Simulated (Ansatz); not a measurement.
`C/C(O)=[N]\[SbH2]` + CH₃SH → `C[S][SbH2]` + `CC(=N)O` at 600 K and 1 bar (ligand exchange at the Sb–N bond).

Calculated with Ansatz (gas phase, PBE0-D4/def2-TZVP geometries, no zero-point term in ΔE). CCSD(T)/CBS adds triple-zeta CCSD(T) − MP2 to the extrapolated MP2 energy (def2 sets, frozen cores). This one scheme is used for every species. def2 core potentials past Kr. For Sb outer-core shells are correlated without core-valence functions, which leaves a few kJ/mol of doubt a bond. Each species was taken in one conformer, which may not be the lowest.

```
            species  CCSD(T)/CBS energy (Eh)  H − E (kJ/mol)  S (J/(mol·K))
`C/C(O)=[N]\[SbH2]`               -449.58570           266.1          461.5
              CH₃SH               -438.22835           152.3          296.8
       `C[S][SbH2]`               -678.84952           186.2          408.9
          `CC(=N)O`               -208.98810           239.4          350.3
```

H − E and S are ideal-gas, rigid-rotor, harmonic terms from PBE0-D4/def2-TZVP, for one conformer and one mirror image of each species. 1 Eh = 2625.50 kJ/mol, R = 8.31446 J/(mol·K).

Task: By hand: ΔE, ΔH, ΔS and ΔG.

Result: ΔE = (-678.84952) + (-208.98810) − (-449.58570) − (-438.22835) = -0.02357 Eh = -61.9 kJ/mol. Δ(H − E) = 186.2 + 239.4 − 266.1 − 152.3 = 7.2, so ΔH = -54.7 kJ/mol. ΔS = 408.9 + 350.3 − 461.5 − 296.8 = 0.9 J/(mol·K). ΔG = -54.7 − 600 × (0.9)/1000 = -55.2 kJ/mol.

Task: By hand: the equilibrium constant, and the temperature at which ΔG would vanish if ΔH and ΔS stayed fixed.

Result: log₁₀ K = −ΔG/(RT ln 10) = 4.8. ΔH and −TΔS have one sign here, so there is no such temperature.

The number of gas molecules stays the same, so ΔS is small and ΔH decides. A doubt of 5 kJ/mol in ΔE shifts log₁₀ K by 0.4 here. Other conformers and mirror images would add mixing entropy, several J/(mol·K) or more a flexible species. Modes under 60 cm⁻¹, often nearly free rotors, make the harmonic entropy too high. These are equilibria of isolated gas molecules and say nothing of rates. Largest T1 diagnostic: 0.015 (customary marks: 0.02 for closed shells, 0.045 for open ones).

ΔS is within the doubt of such terms, so its sign, and with it that verdict, could turn.
